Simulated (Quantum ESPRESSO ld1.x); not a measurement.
Values are calculated unless marked as measured or tabulated.
Ga2+, configuration [Ne] 3s2 3p5.75 3d10 4s1 4d0.25 (fractional occupations, a model configuration). Level of theory: scalar-relativistic Kohn-Sham, LDA (Slater exchange, VWN5 correlation), spin-polarised, spherical densities, point nucleus; open shells are filled with parallel spins first (ld1.x of Quantum ESPRESSO 7.5).

Normalised radial functions P(r) = r R(r), r in bohr:

r,3d up
0.003841,0.0000
0.005082,0.0001
0.006779,0.0001
0.009041,0.0003
0.01206,0.0006
0.01608,0.0014
0.02145,0.0031
0.02838,0.0066
0.03786,0.0141
0.05049,0.0296
0.06734,0.0598
0.08982,0.1156
0.1198,0.2114
0.1585,0.3557
0.2114,0.5591
0.282,0.7943
0.3761,1.0023
0.5016,1.1059
0.669,1.0570
0.8923,0.8751
1.181,0.6328
1.575,0.3849
2.1,0.1894
2.801,0.0696
3.736,0.0171
4.983,0.0025
6.593,0.0002
8.793,0.0000
11.73,0.0000

3d up: eigenvalue -43.405 eV, 0 radial nodes, <r> = 0.788 bohr, 90 % of the charge inside 1.35 bohr.
